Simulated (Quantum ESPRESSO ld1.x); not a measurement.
Results of a calculation; reference values are marked as such.
Task: Species: Kr2+. Configuration: [Ar] 3d10 4s2 4p4. Level of theory: Dirac Kohn-Sham, OLYP, spin-unpolarised, spherical densities, point nucleus; open shells fill j = l - 1/2 first (ld1.x of Quantum ESPRESSO 7.5).

Spin-orbit splittings of the eigenvalues, e(l+1/2) - e(l-1/2), with zeta = 2 splitting/(2l+1) and mean radii in bohr:

shell  occ.  splitting (eV)  zeta (eV)  <r> j=l-1/2  <r> j=l+1/2
2p        6           53.82      35.88       0.1573       0.1613
3p        6           7.937      5.292       0.5325       0.5429
3d       10           1.315     0.5259       0.5506       0.5544
4p        4          0.8000     0.5333        1.716        1.747
4d        0         0.05213    0.02085        2.818        2.831
4f        0               ?          ?        6.155        6.155
5p        0          0.1344    0.08961        4.393        4.437

Estimate the 4f splitting.

Result: 0.0001265 eV (zeta = 0.00003614 eV).
